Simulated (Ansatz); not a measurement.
The same group exchange along the group B, Al, Ga, In.

Gas-phase electronic energies from Ansatz, PBE0-D4/def2-TZVP geometries. CCSD(T)/CBS is the MP2 limit (def2-TZVPP, def2-QZVPP) plus CCSD(T) − MP2 in def2-TZVPP, frozen cores. This one scheme is used for every species. DFT in def2-TZVPP. Elements past krypton have def2 core potentials. For Ga, In outer-core shells are correlated without core-valence functions, which leaves a few kJ/mol of doubt a bond. Scalar relativity is left out up to krypton. Each species was taken in one conformer, which may not be the lowest.

```json
{"reaction": "`NB(N)Cl` + `CC1=COC1` → `CB(N)Cl` + `NC1=COC1`", "CCSD(T)/CBS(def2) (kJ/mol)": "113"}
{"reaction": "`[NH2][Al]([NH2])[Cl]` + `CC1=COC1` → `[CH3][Al]([NH2])[Cl]` + `NC1=COC1`", "CCSD(T)/CBS(def2) (kJ/mol)": "115"}
{"reaction": "`[NH2][Ga]([NH2])[Cl]` + `CC1=COC1` → `[CH3][Ga]([NH2])[Cl]` + `NC1=COC1`", "CCSD(T)/CBS(def2) (kJ/mol)": "67"}
{"reaction": "`[NH2][In]([NH2])[Cl]` + `CC1=COC1` → `[CH3][In]([NH2])[Cl]` + `NC1=COC1`", "CCSD(T)/CBS(def2) (kJ/mol)": "?"}
```

Task: Fill in the missing values. (An estimate is asked.)

Result: Computed: `[NH2][In]([NH2])[Cl]` + `CC1=COC1` → `[CH3][In]([NH2])[Cl]` + `NC1=COC1`: +48.8 kJ/mol.

Largest T1 diagnostic: 0.014, for `[NH2][In]([NH2])[Cl]`.
